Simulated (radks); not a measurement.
Q: These are the eigenvalues of the occupied orbitals of an atom or ion with whole-number occupations (eV). All-electron calculation, scalar-relativistic Kohn-Sham, PBE, spin-unpolarised, spherical densities, point nucleus. Program: a radial shooting solver on a logarithmic mesh with Libxc functionals.

| orbital | eigenvalue |
|---|---|
| 1s | -15062.67 |
| 2s | -2036.668 |
| 2p | -1808.728 |
| 3s | -326.0554 |
| 3p | -252.9187 |
| 3d | -131.9644 |
| 4s | -56.7846 |
| 4p | -39.5807 |
| 5p | -12.0318 |

Which element is it, and in what charge state? The configuration may be excited.

A: Z = 37, rubidium, charge +2: Rb2+ in [Ar] 3d10 4s2 4p4 5p1. The list shows which subshells hold electrons but not how many an open one holds; the 1s level, -553.54 hartree, gives Z - s = 33.3 by -(Z - s)^2/2, which with screening and relativity narrows Z to a few neighbours, and the depths of the outer levels then fix element, charge and occupations together.
